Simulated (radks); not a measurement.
Results of a calculation; reference values are marked as such.
Br III, 33 electrons, occupied as [Ar] 3d10 4s2 4p3 (the NIST ground configuration).

Code: a radial shooting solver on a logarithmic mesh with Libxc functionals. Model: scalar-relativistic Kohn-Sham, exchange-only LDA, spin-polarised, spherical densities, point nucleus; open shells are filled with parallel spins first.

Energy parts (eV):
total: -70717.942
kinetic: 72286.525
electron-nucleus: -169998.602
Hartree: 29307.608
exchange: -2313.473

Orbitals (lengths in bohr, moments of r in powers of bohr):
orbital  occ.  eigenvalue (eV)   <1/r>
1s up       1        -13317.54   35.61
1s down     1        -13317.29   35.61
2s up       1        -1752.449   7.884
2s down     1        -1752.298   7.884
2p up       3        -1549.784   7.724
2p down     3        -1549.562   7.724
3s up       1        -259.3074   2.589
3s down     1        -258.9626   2.591
3p up       3        -195.3490   2.439
3p down     3        -194.9492   2.441
3d up       5         -89.1889   2.150
3d down     5         -88.6461   2.159
4s up       1         -41.9827  0.8336
4s down     1         -38.2418  0.8421
4p up       3         -28.4382  0.7078
4p down     0         -24.6316  0.7049

The highest occupied level is 4p up at -28.438 eV. Spin moment in Bohr magnetons: 3. Summed over all electrons, <r^2> = 25.09 bohr^2, which gives a Langevin (diamagnetic) susceptibility term of -19.9 x 10^-6 cm^3/mol.
